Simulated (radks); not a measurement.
Dy+, configuration [Xe] 4f10 6f1 (not the ground configuration). Method: Dirac Kohn-Sham, PBE, spin-unpolarised, spherical densities, finite nucleus; open shells fill j = l - 1/2 first; Fermi nuclear charge, rms radius 5.2218 fm; computed with a radial shooting solver on a logarithmic mesh with Libxc functionals.

Unscreened Slater integrals over Kohn-Sham orbitals (cm^-1). Large and small components are both included. Empty in this configuration: 6f7/2.

F0(6f5/2,6f5/2): 13221
F2(6f5/2,6f5/2): 6765.4
F4(6f5/2,6f5/2): 4715.7
F0(6f5/2,4f7/2): 19317
F2(6f5/2,4f7/2): 673.36
F4(6f5/2,4f7/2): 216.90
G2(6f5/2,4f7/2): 226.40
G4(6f5/2,4f7/2): 153.51
G6(6f5/2,4f7/2): 112.93
F0(6f5/2,4f5/2): 19322
F2(6f5/2,4f5/2): 655.60
F4(6f5/2,4f5/2): 211.29
G0(6f5/2,4f5/2): 274.85
G2(6f5/2,4f5/2): 224.44
G4(6f5/2,4f5/2): 151.78
F0(6f5/2,5p3/2): 19135
F2(6f5/2,5p3/2): 1313.7
G2(6f5/2,5p3/2): 169.70
G4(6f5/2,5p3/2): 124.96
F0(6f5/2,6f7/2): 13219
F2(6f5/2,6f7/2): 6761.3
F4(6f5/2,6f7/2): 4712.2
G2(6f5/2,6f7/2): 6761.2
G4(6f5/2,6f7/2): 4712.1
G6(6f5/2,6f7/2): 3638.9
F0(4f7/2,4f7/2): 237160
F2(4f7/2,4f7/2): 108900
F4(4f7/2,4f7/2): 67620
F6(4f7/2,4f7/2): 48456
F0(4f7/2,4f5/2): 239390
F2(4f7/2,4f5/2): 110080
F4(4f7/2,4f5/2): 68382
G2(4f7/2,4f5/2): 109820
G4(4f7/2,4f5/2): 68229
G6(4f7/2,4f5/2): 48902
F0(4f7/2,5p3/2): 150510
F2(4f7/2,5p3/2): 51578
G2(4f7/2,5p3/2): 28568
G4(4f7/2,5p3/2): 21518
F0(4f7/2,6f7/2): 19348
F2(4f7/2,6f7/2): 694.00
F4(4f7/2,6f7/2): 231.08
F6(4f7/2,6f7/2): 142.49
G0(4f7/2,6f7/2): 307.79
G2(4f7/2,6f7/2): 249.81
G4(4f7/2,6f7/2): 168.63
G6(4f7/2,6f7/2): 123.90
F0(4f5/2,4f5/2): 241660
F2(4f5/2,4f5/2): 111300
F4(4f5/2,4f5/2): 69173
F0(4f5/2,5p3/2): 151140
F2(4f5/2,5p3/2): 51178
G2(4f5/2,5p3/2): 27822
G4(4f5/2,5p3/2): 21049
F0(4f5/2,6f7/2): 19353
F2(4f5/2,6f7/2): 676.72
F4(4f5/2,6f7/2): 225.80
G2(4f5/2,6f7/2): 247.34
G4(4f5/2,6f7/2): 166.56
G6(4f5/2,6f7/2): 122.32
F0(5p3/2,5p3/2): 126170
F2(5p3/2,5p3/2): 67738
F0(5p3/2,6f7/2): 19145
F2(5p3/2,6f7/2): 1310.7
G2(5p3/2,6f7/2): 161.63
G4(5p3/2,6f7/2): 121.17
F0(6f7/2,6f7/2): 13218
F2(6f7/2,6f7/2): 6757.3
F4(6f7/2,6f7/2): 4708.8
F6(6f7/2,6f7/2): 3636.1
